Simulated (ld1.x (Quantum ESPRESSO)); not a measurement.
# Ag PAW: all-electron and pseudo phase curves

ld1.x (Quantum ESPRESSO) 7.5 input, shortened:

```
&input
   title='Ag', zed=47., rel=1, dft='PBE', iswitch=3,
   config='[Kr] 4d9 5s0 5p0'
 /
 &inputp
   pseudotype=3, lpaw=.true., tm=.true., lloc=-1, rcloc=1.60,
   nlcc=.true., new_core_ps=.true., rcore=1.65,
   which_augfun='BESSEL', rmatch_augfun=1.35
 /
6
4S  1  0   2.00   0.00  1.60  1.70  0.0
5S  2  0   0.00   0.00  1.60  1.70  0.0
4P  2  1   6.00   0.00  1.45  1.75  0.0
5P  3  1   0.00   0.00  1.45  1.75  0.0
4D  3  2   9.00   0.00  1.35  1.65  0.0
4D  3  2   0.00   1.15  1.35  1.65  0.0
 &test
   configts(1)='4s2 4p6 4d9 5s0 5p0'
 /
```

The phase is arctan(r·u′/u) with u = r·R(r), unwrapped; energies in Ry, scanned from -11 to 5 Ry. A pole is an energy at which the radial function vanishes at the test radius. The pseudo phase is shifted by a multiple of π to meet the all-electron one at the reference energy, and phase errors are pseudo minus all-electron; the curves can meet again beyond the range given. Levels narrower than the energy grid can be missing from the lists of poles.

**Question.** For each channel, where are the poles, and over which energies does the pseudopotential scatter like the atom?

**Answer.**

```tsv
channel	radius (bohr)	reference energy (Ry)	poles, all-electron	poles, pseudo	unbroken range about the reference energy with phases within 0.05 rad	phase error 1 Ry above the reference energy (rad)
s	1.90	-1.53	-8.48	-8.48	the whole range	+0.001
p	1.90	-1.05	-5.62	-5.92, 1.49	-3.0 to -0.4	-0.202
d	1.90	-2.12	-1.18	-1.18	below 4.2	-0.000
```

The ghost test of this file was not conclusive. Its overlap operator is not positive definite in a basis up to 400 Ry (lowest eigenvalue p -2.20), so the file is unfit for use: the generalised eigenproblem breaks down once the basis is large enough, and its test numbers describe a broken file.

Phases in the d channel:

| E (Ry) | all-electron | pseudo |
| --- | --- | --- |
| -11.00 | 1.399 | 1.398 |
| -10.76 | 1.396 | 1.396 |
| -10.52 | 1.394 | 1.393 |
| -10.28 | 1.391 | 1.391 |
| -10.04 | 1.389 | 1.388 |
| -9.80 | 1.386 | 1.385 |
| -9.56 | 1.383 | 1.383 |
| -9.32 | 1.380 | 1.379 |
| -9.08 | 1.377 | 1.376 |
| -8.84 | 1.373 | 1.373 |
| -8.60 | 1.369 | 1.369 |
| -8.36 | 1.366 | 1.365 |
| -8.12 | 1.361 | 1.361 |
| -7.88 | 1.357 | 1.357 |
| -7.64 | 1.352 | 1.352 |
| -7.40 | 1.347 | 1.347 |
| -7.16 | 1.342 | 1.341 |
| -6.92 | 1.336 | 1.336 |
| -6.68 | 1.330 | 1.329 |
| -6.44 | 1.323 | 1.322 |
| -6.20 | 1.315 | 1.314 |
| -5.96 | 1.306 | 1.306 |
| -5.72 | 1.297 | 1.296 |
| -5.48 | 1.286 | 1.285 |
| -5.24 | 1.273 | 1.273 |
| -5.00 | 1.259 | 1.258 |
| -4.76 | 1.242 | 1.242 |
| -4.52 | 1.222 | 1.221 |
| -4.28 | 1.197 | 1.196 |
| -4.04 | 1.165 | 1.165 |
| -3.80 | 1.124 | 1.123 |
| -3.56 | 1.066 | 1.065 |
| -3.32 | 0.981 | 0.980 |
| -3.08 | 0.842 | 0.841 |
| -2.84 | 0.588 | 0.587 |
| -2.60 | 0.091 | 0.090 |
| -2.36 | -0.595 | -0.595 |
| -2.12 | -1.060 | -1.060 |
| -1.88 | -1.298 | -1.298 |
| -1.64 | -1.431 | -1.431 |
| -1.40 | -1.515 | -1.515 |
| -1.16 | -1.574 | -1.574 |
| -0.92 | -1.619 | -1.619 |
| -0.68 | -1.655 | -1.655 |
| -0.44 | -1.686 | -1.686 |
| -0.20 | -1.713 | -1.713 |
| 0.04 | -1.739 | -1.739 |
| 0.28 | -1.764 | -1.764 |
| 0.52 | -1.788 | -1.788 |
| 0.76 | -1.813 | -1.813 |
| 1.00 | -1.839 | -1.839 |
| 1.24 | -1.868 | -1.868 |
| 1.48 | -1.899 | -1.899 |
| 1.72 | -1.935 | -1.935 |
| 1.96 | -1.976 | -1.976 |
| 2.20 | -2.024 | -2.025 |
| 2.44 | -2.082 | -2.084 |
| 2.68 | -2.155 | -2.158 |
| 2.92 | -2.248 | -2.252 |
| 3.16 | -2.368 | -2.377 |
| 3.40 | -2.527 | -2.542 |
| 3.64 | -2.736 | -2.761 |
| 3.88 | -2.994 | -3.032 |
| 4.12 | -3.283 | -3.330 |
| 4.36 | -3.558 | -3.609 |
| 4.60 | -3.788 | -3.837 |
| 4.84 | -3.966 | -4.010 |
